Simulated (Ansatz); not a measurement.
Ideal-gas functions of F$_{3}$H$_{2}$InO (`[OH2+][In-]([F])([F])[F]`) at 400 K and 1 bar, from an Ansatz frequency run at PBE0-D4/def2-TZVP.

Molar mass 189.83 g/mol, point group Cs (symmetry number 1), electronic degeneracy 1, moments of inertia 177.347, 198.796, 234.893 u Å². Harmonic wavenumbers (cm⁻¹, unscaled): 55, 78, 122, 124, 155, 243, 311, 517, 579, 591, 623, 627, 1625, 3781, 3876.

Use S(trans) = R[1.5 ln M + 2.5 ln T − 1.1517]; rotational temperatures θ = 24.2544 K / I; S(rot) = R[ln(√π/σ · √(T³/θAθBθC)) + 1.5]; for each mode x = 1.438777 ν̃/T, S = R[x/(eˣ − 1) − ln(1 − e⁻ˣ)] and H = RT x/(eˣ − 1); 1 cm⁻¹ = 0.0119627 kJ/mol; R = 8.31446 J/(mol·K).

Task: By hand: the entropy, in J/(mol·K).

Result: Translation 180.4. Rotation: θ = 0.1368, 0.122, 0.1033 K, giving 118.4. Vibration, mode by mode: 21.80, 18.91, 15.23, 15.10, 13.28, 9.69, 7.80, 4.26, 3.57, 3.45, 3.15, 3.12, 0.17, 0.00, 0.00, in all 119.5. Electronic 0.0. Sum 418.3 J/(mol·K).

Task: By hand: H − E and G − E in kJ/mol, counted from the electronic energy.

Result: Zero-point energy ½ × 13307 × 0.0119627 = 79.6; thermal vibration 22.5; translation, rotation and pV give 4 RT = 13.3. H − E = 115.4 kJ/mol, and G − E = 115.4 − 400 × 418.3/1000 = -51.9 kJ/mol.

Vibration gives 29 % of the entropy, 71.0 J/(mol·K) of it from the modes under 150 cm⁻¹: soft modes count most, and the harmonic formula is weakest for them. The sum counts one conformer and one mirror image; others add a mixing term.
